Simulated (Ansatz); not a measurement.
The same path of Cl2F3H2STa (9 atoms, charge 0, multiplicity 1) was run twice with different band settings. Lost on the way: S7–H9. Made: F2–H9.

The calculation used RKS B3LYP-D4/def2-SVP (Ansatz 0.2.0).

Relaxed end points:

```xyz
9
Properties=species:S:1:pos:R:3
Ta -0.084 -0.025 -0.156
F 1.746 0.463 -0.208
F 0.324 -0.846 1.504
Cl -0.183 0.390 -2.461
F -0.810 1.561 0.480
Cl -2.014 -1.356 -0.252
S 1.093 -2.458 -1.054
H 1.194 -3.037 0.166
H 2.378 -2.029 -1.035
```

```xyz
9
Properties=species:S:1:pos:R:3
Ta -0.264 -0.469 -0.262
F 2.046 0.111 -0.305
F 0.227 -1.108 1.446
Cl -0.242 0.123 -2.520
F -0.184 1.310 0.322
Cl -2.455 -1.081 -0.117
S 1.009 -2.457 -1.071
H 1.205 -3.020 0.146
H 2.302 -0.747 -0.656
```

Common settings: movable images 5; climbing image yes; spring 5.0 eV/Å²; optimiser quadratic models (default); force threshold 0.03 eV/Å; iteration limit 60; end points relaxed.

| run | start path |
| --- | --- |
| 1 | through a guess of the saddle point |
| 2 | straight line |

Task: What does each run give, and how far can it be trusted?

Result: Run 1: converged after 17 iterations, highest image 0.993 eV above the first end. A vibrational analysis at the climbing image gives one clearly imaginary mode, 700i cm⁻¹: a first-order saddle point.
Run 2: converged after 14 iterations, highest image 0.992 eV above the first end. Another band between the same ends (5 images) ends at a top of the same energy, where a vibrational analysis finds 1 clearly imaginary mode.
The orbitals stay closed-shell, which can raise the energy where a bond breaks towards radicals; this wasn't checked here.
